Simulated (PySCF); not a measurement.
Potential energy curve for GaH, singlet.

RHF/cc-pVDZ (PySCF); UKS-CAM-B3LYP = unrestricted CAM-B3LYP/cc-pVDZ (PySCF); UMP2 = PySCF with MP2 on UHF/cc-pVDZ, 9 core orbitals frozen; UCCSD(T) = CCSD(T) on UHF/cc-pVDZ, 9 core orbitals frozen (PySCF).

Energies relative to the lowest point of each curve near equilibrium, in eV:

```
R / Å    RHF  UKS-CAM-B3LYP   UMP2
-----  -----  -------------  -----
1.26   1.611          1.553  1.606
1.51   0.169          0.173  0.162
1.58   0.050          0.055  0.040
1.62   0.015          0.019  0.010
1.80   0.069          0.057  0.075
1.84   0.114          0.098  0.121
1.93   0.242          0.215  0.252
2.08   0.516          0.468  0.528
3.68   3.571          2.677  2.579
4.16   4.194          2.826  2.629
4.57   4.629          2.887  2.644
6.69   5.826          2.936  2.655
```

**Question.** What does UCCSD(T) give at the same points?

**Answer.** 1.26: 1.523; 1.51: 0.159; 1.58: 0.047; 1.62: 0.015; 1.80: 0.064; 1.84: 0.105; 1.93: 0.224; 2.08: 0.474; 3.68: 2.667; 4.16: 2.777; 4.57: 2.802; 6.69: 2.816 (eV).

The restricted form behind RHF keeps the bonding electrons paired and can't separate into open-shell fragments. The unrestricted determinant behind UKS-CAM-B3LYP is spin-contaminated at 2.75 to 6.69 Å (<S²> up to 1.0, against 0.00 for a pure singlet). The unrestricted determinant behind UMP2, UCCSD(T) is spin-contaminated at 1.26 to 1.43, 2.53 to 6.69 Å (<S²> up to 1.0, against 0.00 for a pure singlet).
